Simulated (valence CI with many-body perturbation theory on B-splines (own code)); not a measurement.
Kr14+ in brief

Calculated by configuration interaction combined with many-body perturbation theory (CI+MBPT): four valence electrons over a frozen Dirac-Fock core [Ar], a basis of 7 s, 7 p, 8 d, 6 f, 4 g, 1 h functions for each j, with the one-electron correlation potential Σ1, the two-electron term Σ2, the three-electron term Σ3, Breit, model QED; selected CI, second order for the rest, scaled by the run's own slope (own B-spline code, finite nucleus).

No measured spectrum was set against this ion. As an estimate, terms of the open shell hold to 2 to 4 % of their energy, and close levels can change places. Only levels of the ground parity were solved; by the run's estimate the other parity begins above the list, which can be wrong where configurations are misplaced.

Rates and lifetimes use the calculated energies. Strong lines usually hold to 10 to 20 %, long lifetimes can be off by a factor of two.

What is the ground level?

3d4 5D_0, composition 94 % 3d4 5D + 6 % 3d4 3P.

How is the term 5D of the ground level split?

J = 0 at 0.0, J = 1 at 2425, J = 2 at 5987, J = 3 at 10027, J = 4 at 14245 cm⁻¹.

How well does LS coupling describe the low levels?

Among the lowest 20 levels the leading LS term, summed over configurations, holds 84 % on average. For single configurations the figures are 84 % in LS and 58 % in jj coupling. Terms mix most in the J = 3 level at 75929 cm⁻¹, where the leading one holds 54 %.

What is the ionisation energy?

491.24 eV; NIST lists 492 ± 5 eV (theoretical).
